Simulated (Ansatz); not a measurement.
Ansatz (a quantum-chemistry and plane-wave program) input (B3LYP-D3(BJ)/def2-TZVP):

Ansatz 0.2 input:
```yaml
crystal:
  periodic: [false, false, false]
  atoms:
    - {symbol: Al, position_ang: [0.21149019, -0.18098343, 0.15394337]}
    - {symbol: C, position_ang: [1.80787329, 0.04011374, -0.97565305]}
    - {symbol: H, position_ang: [2.66666366, -0.50218680, -0.56603764]}
    - {symbol: H, position_ang: [2.11006183, 1.09219637, -1.06446266]}
    - {symbol: H, position_ang: [1.64953912, -0.33925864, -1.99401017]}
    - {symbol: C, position_ang: [-0.93470333, -0.77578917, 1.63894969]}
    - {symbol: H, position_ang: [-1.79425954, -1.36292477, 1.28847023]}
    - {symbol: H, position_ang: [-1.33238180, 0.06885992, 2.21758399]}
    - {symbol: H, position_ang: [-0.38337702, -1.40969728, 2.34167426]}
    - {symbol: O, position_ang: [-1.03665587, 0.86034957, -0.83277659]}
    - {symbol: H, position_ang: [-0.84298945, 1.33748166, -1.65368655]}
    - {symbol: H, position_ang: [-1.96682676, 1.00067757, -0.60017108]}
basis:
  gaussian:
    orbitals: def2-TZVP
hamiltonian:
  xc: b3lyp
  dispersion: d3bj
total_charge: 1
relax: {f_tol: 0.002, max_steps: 150}
```

Output:

```
Functional definition: B3LYP
integrals: 0.09 GiB planned
1122 factors; their error is unknown
mean field: 0.79 GiB planned
mean field evaluation 1: about -10819.3527 eV, gradient 1.2e2 eV
mean field evaluation 2: about -10799.1109 eV, gradient 1.4e2 eV
mean field evaluation 4: about -10845.6997 eV, gradient 1.1e1 eV
mean field evaluation 8: about -10845.9342 eV, gradient 1.8e-2 eV
mean field evaluation 16: about -10845.9330 eV, gradient 2.7e-5 eV
mean field -10845.93301870 eV, -398.5806867999 hartree, gradient 2.7e-5 eV, S^2 0.000000; 0 other end points of the search recorded, 0 dependent functions left out
the calculation of the forces begins
reference -10845.93328651 eV, -398.5806966416 hartree; 20, 20 occupied and 158, 158 virtual orbitals, 1122 factors
relax step   1: F+E_penalty+E_count = -10846.26692784 eV  Δ(F+E_penalty+E_count) = +0.000e0 eV  max|allowed force component| = 4.073e-1 eV/Å  Δτ_max = 0.0000 Å  (28 SCF iters, accepted)
these checks for a lower state are left out or cut short: starts, cluster_reference, orbital_swaps, neighbouring_geometries, increment
integrals: 0.09 GiB planned
1122 factors; their error is unknown
mean field: 0.79 GiB planned
mean field -10846.00862114 eV, -398.5834651382 hartree, gradient 1.3e-5 eV, S^2 0.000000; 0 other end points of the search recorded, 0 dependent functions left out
the calculation of the forces begins
reference -10846.00888844 eV, -398.5834749612 hartree; 20, 20 occupied and 158, 158 virtual orbitals, 1122 factors
relax step   2: F+E_penalty+E_count = -10846.34213062 eV  Δ(F+E_penalty+E_count) = -7.520e-2 eV  max|allowed force component| = 2.057e-1 eV/Å  Δτ_max = 0.0821 Å  (29 SCF iters, accepted)
these checks for a lower state are left out or cut short: starts, cluster_reference, orbital_swaps, neighbouring_geometries, increment
integrals: 0.09 GiB planned
1122 factors; their error is unknown
mean field: 0.79 GiB planned
mean field -10846.02392965 eV, -398.5840277155 hartree, gradient 1.3e-5 eV, S^2 0.000000; 0 other end points of the search recorded, 0 dependent functions left out
the calculation of the forces begins
reference -10846.02419593 eV, -398.5840375011 hartree; 20, 20 occupied and 158, 158 virtual orbitals, 1122 factors
relax step   3: F+E_penalty+E_count = -10846.35796230 eV  Δ(F+E_penalty+E_count) = -1.583e-2 eV  max|allowed force component| = 4.258e-2 eV/Å  Δτ_max = 0.0801 Å  (30 SCF iters, accepted)
these checks for a lower state are left out or cut short: starts, cluster_reference, orbital_swaps, neighbouring_geometries, increment
integrals: 0.09 GiB planned
1122 factors; their error is unknown
mean field: 0.80 GiB planned
mean field evaluation 32: about -10846.0185 eV, gradient 1.3e0 eV
mean field -10846.02009570 eV, -398.5838868206 hartree, gradient 1.3e-5 eV, S^2 0.000000; 0 other end points of the search recorded, 0 dependent functions left out
the calculation of the forces begins
reference -10846.02036115 eV, -398.5838965756 hartree; 20, 20 occupied and 158, 158 virtual orbitals, 1122 factors
relax step   4: F+E_penalty+E_count = -10846.35372187 eV  Δ(F+E_penalty+E_count) = +4.240e-3 eV  max|allowed force component| = 2.346e-1 eV/Å  Δτ_max = 0.0178 Å  (30 SCF iters, rejected (line search))
these checks for a lower state are left out or cut short: starts, cluster_reference, orbital_swaps, neighbouring_geometries, increment
integrals: 0.09 GiB planned
1122 factors; their error is unknown
mean field: 0.79 GiB planned
mean field -10846.02574738 eV, -398.5840945158 hartree, gradient 1.3e-5 eV, S^2 0.000000; 0 other end points of the search recorded, 0 dependent functions left out
the calculation of the forces begins
reference -10846.02601346 eV, -398.5841042942 hartree; 20, 20 occupied and 158, 158 virtual orbitals, 1122 factors
relax step   5: F+E_penalty+E_count = -10846.35947153 eV  Δ(F+E_penalty+E_count) = -1.509e-3 eV  max|allowed force component| = 1.660e-2 eV/Å  Δτ_max = 0.0087 Å  (30 SCF iters, accepted)
these checks for a lower state are left out or cut short: starts, cluster_reference, orbital_swaps, neighbouring_geometries, increment
integrals: 0.09 GiB planned
1122 factors; their error is unknown
mean field: 0.80 GiB planned
mean field -10846.02911210 eV, -398.5842181671 hartree, gradient 1.4e-5 eV, S^2 0.000000; 0 other end points of the search recorded, 0 dependent functions left out
the calculation of the forces begins
reference -10846.02937794 eV, -398.5842279365 hartree; 20, 20 occupied and 158, 158 virtual orbitals, 1122 factors
relax step   6: F+E_penalty+E_count = -10846.36181599 eV  Δ(F+E_penalty+E_count) = -2.344e-3 eV  max|allowed force component| = 3.563e-2 eV/Å  Δτ_max = 0.0449 Å  (29 SCF iters, accepted)
these checks for a lower state are left out or cut short: starts, cluster_reference, orbital_swaps, neighbouring_geometries, increment
integrals: 0.09 GiB planned
1122 factors; their error is unknown
mean field: 0.80 GiB planned
mean field -10846.02962101 eV, -398.5842368691 hartree, gradient 1.4e-5 eV, S^2 0.000000; 0 other end points of the search recorded, 0 dependent functions left out
the calculation of the forces begins
reference -10846.02988678 eV, -398.5842466361 hartree; 20, 20 occupied and 158, 158 virtual orbitals, 1122 factors
relax step   7: F+E_penalty+E_count = -10846.36211184 eV  Δ(F+E_penalty+E_count) = -2.958e-4 eV  max|allowed force component| = 4.132e-3 eV/Å  Δτ_max = 0.0134 Å  (30 SCF iters, accepted)
these checks for a lower state are left out or cut short: starts, cluster_reference, orbital_swaps, neighbouring_geometries, increment
integrals: 0.09 GiB planned
1122 factors; their error is unknown
mean field: 0.79 GiB planned
mean field evaluation 64: about -10846.0297 eV, gradient 4.4e-3 eV
mean field -10846.02969443 eV, -398.5842395674 hartree, gradient 1.4e-5 eV, S^2 0.000000; 0 other end points of the search recorded, 0 dependent functions left out
the calculation of the forces begins
reference -10846.02996019 eV, -398.5842493337 hartree; 20, 20 occupied and 158, 158 virtual orbitals, 1122 factors
relax step   8: F+E_penalty+E_count = -10846.36212669 eV  Δ(F+E_penalty+E_count) = -1.486e-5 eV  max|allowed force component| = 1.681e-3 eV/Å  Δτ_max = 0.0035 Å  (31 SCF iters, accepted)
integrals: 0.09 GiB planned
1122 factors; their error is unknown
mean field: 0.79 GiB planned
mean field -10846.02969443 eV, -398.5842395674 hartree, gradient 1.4e-5 eV, S^2 0.000000; 1 other end points of the search recorded, 0 dependent functions left out
the calculation of the forces begins
reference -10846.02996019 eV, -398.5842493337 hartree; 20, 20 occupied and 158, 158 virtual orbitals, 1122 factors
Total energy: -10846.36239245 eV, -398.5964659940 hartree
Atom 0 at     0.118695    -0.102561     0.079813 Å, force    -0.000304     0.000406    -0.000584 eV/Å
Atom 1 at     1.772687    -0.004698    -0.888830 Å, force    -0.001525    -0.000427     0.001445 eV/Å
Atom 2 at     2.550418    -0.581738    -0.384964 Å, force    -0.000421    -0.000063     0.000309 eV/Å
Atom 3 at     2.129971     1.025358    -0.973746 Å, force     0.000601     0.000308    -0.000403 eV/Å
Atom 4 at     1.671020    -0.403666    -1.901925 Å, force     0.000482    -0.000020    -0.000589 eV/Å
Atom 5 at    -0.839100    -0.780574     1.598512 Å, force     0.001286     0.000693    -0.001681 eV/Å
Atom 6 at    -1.687418    -1.400966     1.296285 Å, force    -0.000530    -0.000330     0.000459 eV/Å
Atom 7 at    -1.227404     0.027904     2.224181 Å, force    -0.000486    -0.000065     0.000659 eV/Å
Atom 8 at    -0.188193    -1.395563     2.222869 Å, force     0.000360     0.000083    -0.000292 eV/Å
Atom 9 at    -1.137616     0.944656    -0.912939 Å, force     0.000793    -0.000965     0.001127 eV/Å
Atom 10 at    -0.942603     1.417141    -1.737564 Å, force     0.001178     0.000615    -0.001516 eV/Å
Atom 11 at    -2.066022     1.083545    -0.667867 Å, force    -0.001434    -0.000234     0.001065 eV/Å
Dipole moment:    -0.541051     0.450963    -0.427479 e Å
```

It need not be the lowest isomer of its formula.
